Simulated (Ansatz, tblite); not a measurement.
Cost and result up the ladder for BeS2⁻ (3 atoms). Charge -1, multiplicity 2. Geometry: PBE0-D4/def2-TZVPD.

```csv
atom,x (Å),y (Å),z (Å)
Be1,0.0000,0.0000,0.0000
S2,-0.0238,-1.3486,-1.2917
S3,0.0238,1.3487,1.2916
```

Ansatz on 4 threads of Arm Neoverse V2 on a shared host; xTB runs through tblite on one thread. Times are rough, summed over both states, and most runs start from the orbitals of an earlier one. PBE0-D4/def2-TZVPD serves as the yardstick here, not as an exact answer. The other state is a triplet.

The xTB rows come from tblite. HOMO above LUMO, or a gap near zero within one spin, warns that the state may not be the lowest or that an electron is smeared out. The structure comes from a short search, and lower isomers may exist.

Raw xTB energies of ions are shifted by several eV, and xTB has no spin-polarisation term.

```json
{"level": "GFN1-xTB", "functions": "22", "wall time": "0.004 s", "vertical IE (eV)": "7.22", "difference from PBE0-D4/def2-TZVPD (eV)": "3.76", "remarks": "–"}
{"level": "GFN2-xTB", "functions": "22", "wall time": "0.009 s", "vertical IE (eV)": "8.43", "difference from PBE0-D4/def2-TZVPD (eV)": "4.97", "remarks": "–"}
{"level": "PBE-D4/def2-TZVPD", "functions": "114", "wall time": "3.9 s", "vertical IE (eV)": "3.45", "difference from PBE0-D4/def2-TZVPD (eV)": "-0.01", "remarks": "gap within one spin near zero (-1 doublet)"}
{"level": "PBE0-D4/def2-TZVPD", "functions": "114", "wall time": "12 s", "vertical IE (eV)": "3.46", "difference from PBE0-D4/def2-TZVPD (eV)": "0.00", "remarks": "–"}
{"level": "r2SCAN-D4/def2-TZVPD", "functions": "114", "wall time": "14 s", "vertical IE (eV)": "3.51", "difference from PBE0-D4/def2-TZVPD (eV)": "0.05", "remarks": "–"}
```
